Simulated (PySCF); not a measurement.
Correlation energy of Ge⁺ (germanium, charge +1)

[Ar] 3d10 4s1 4p2, high-spin 4P determinant (an excited configuration). Calculation: PySCF 2.14, in aug-cc-pVTZ-DK (7s6p4d2f, 59 functions); the spin-free X2C one-electron Hamiltonian (Gaussian nucleus). Frozen: [Ar] 3d10; 3 electrons correlated.

```tsv
level	correlation energy (mhartree)
CCSD	-12.24
(T)	-0.07
CCSD(T)	-12.31
```

Diagnostics: T1 = 0.0024, D1 = 0.0050, largest double amplitude 0.033.

Task: Is a single reference adequate?

Result: Yes, within this model without spin-orbit coupling: T1 lies below 0.03 and no double amplitude reaches 0.07.
